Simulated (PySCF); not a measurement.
Species: CH₇FP₂Si.
SMILES with atom numbers: `[F:1][CH2:2][SiH:3]([PH2:4])[PH2:5]` (hydrogens: H6, H7 on C2; H8 on Si3; H9, H10 on P4; H11, H12 on P5)

Method: PBE0-D3(BJ)/def2-SVP geometry optimisation, gas phase (PySCF); density fitting, grid level 1; the optimiser is geomeTRIC in internal coordinates, started from a GFN2-xTB structure with every atom displaced at random (about 0.01 Å).

Step 0: E = -30297.7154 eV
```
atom  x, y, z in Å  |  force x, y, z in eV/Å
F1      0.7936    2.3431   -0.1277    0.180   0.028  -0.199
C2     -0.3550    1.5922    0.0590    0.810  -0.089  -0.134
Si3    -0.0558   -0.1885   -0.6214    0.493   0.471   0.737
P4      1.9673   -1.0319    0.0962   -1.058  -1.257  -0.173
P5     -1.9037   -1.3373   -0.0722   -0.716   0.962   0.021
H6     -1.1714    2.1032   -0.4612   -0.378  -0.025  -0.103
H7     -0.5474    1.6101    1.1354   -0.365  -0.220   0.316
H8      0.0491   -0.0927   -2.0838   -0.068  -0.011  -0.471
H9      1.6192   -0.9400    1.4710   -0.098  -0.067   0.192
H10     2.5708    0.1933    0.1151    0.630   1.425  -0.114
H11    -1.4434   -1.7745    1.1750    0.233  -0.055   0.643
H12    -1.4860   -2.4892   -0.6867    0.338  -1.162  -0.715
```

Step 1: E = -30297.8667 eV
```
atom  x, y, z in Å  |  force x, y, z in eV/Å
F1      0.8633    2.3589   -0.1649   -0.117  -0.114   0.004
C2     -0.2775    1.6174    0.0740   -0.140  -0.037  -0.028
Si3    -0.0742   -0.1481   -0.6321    0.150  -0.140   0.033
P4      1.8666   -1.0612    0.1103    0.016   0.334  -0.003
P5     -1.8929   -1.4045   -0.1199    0.064  -0.146   0.072
H6     -1.1449    2.1108   -0.4046    0.074   0.038   0.039
H7     -0.4717    1.5892    1.1625    0.030   0.001  -0.044
H8     -0.0177   -0.0695   -2.1244    0.032   0.037   0.023
H9      1.4765   -0.9465    1.4870    0.000   0.019  -0.099
H10     2.4725    0.2483    0.0864   -0.005  -0.261   0.036
H11    -1.4288   -1.6999    1.2070   -0.059   0.022  -0.120
H12    -1.3338   -2.6073   -0.6826   -0.044   0.247   0.086
```

Question: Estimate the geometry and energy of step 2. (The exact step hangs on the optimiser's Hessian estimate; all steps are aligned on step 1, rigid shifts and turns removed.)

Answer: E = -30297.8798 eV, largest force 0.099 eV/Å
```
atom  x, y, z in Å  |  force x, y, z in eV/Å
F1      0.8441    2.3434   -0.1620    0.045   0.029  -0.008
C2     -0.2938    1.6026    0.0739   -0.095  -0.026  -0.013
Si3    -0.0682   -0.1535   -0.6336    0.070  -0.047   0.012
P4      1.8753   -1.0563    0.1037   -0.028   0.078  -0.007
P5     -1.8969   -1.3901   -0.1158    0.027   0.001  -0.015
H6     -1.1569    2.1027   -0.4014   -0.002   0.006   0.015
H7     -0.4852    1.5705    1.1613   -0.003  -0.006   0.011
H8     -0.0055   -0.0652   -2.1240    0.007   0.014   0.000
H9      1.4778   -0.9300    1.4723    0.005  -0.003   0.005
H10     2.5178    0.2246    0.0877   -0.002  -0.060  -0.007
H11    -1.4448   -1.6840    1.2089   -0.004   0.003  -0.006
H12    -1.3263   -2.5771   -0.6723   -0.020   0.011   0.013
```

The energy changes by -0.0131 eV. The first-order estimate −F·Δx gives -0.0242 eV and the mean of the old and new forces, exact on a quadratic surface, -0.0137 eV. The step makes an angle of 64° with the force vector and moves no atom by more than 0.051 Å.

What follows is the cost of the whole optimisation. Time: 45 s wall; peak memory 0.50 GiB. Hardware: one thread of an Arm Neoverse V1 (shared host).
